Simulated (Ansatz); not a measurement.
A run for Ansatz (a quantum-chemistry and plane-wave program): U-B3LYP/cc-pVTZ on BFH2O (SMILES OBF), a point of a bond scan (R = 1.195 Å).

Ansatz 0.2 input:
```yaml
crystal:
  periodic: [false, false, false]
  atoms:
    - {symbol: B, position_ang: [-0.35597186, -0.16970641, -0.21957831]}
    - {symbol: H, position_ang: [-1.28437305, -0.66736312, -0.78003284]}
    - {symbol: F, position_ang: [-0.16367938, 1.00298479, -0.34097083]}
    - {symbol: O, position_ang: [0.50508287, -0.86058104, 0.55608247]}
    - {symbol: H, position_ang: [0.30439133, -1.79901087, 0.61939460]}
basis:
  gaussian:
    orbitals: cc-pVTZ
hamiltonian:
  xc: {name: B3LYP}
magnetization: {spin_polarized: true, initial_magnetization: 0}
```

**Question.** What total energy does the run end on?

**Answer.** -201.2974 hartree.
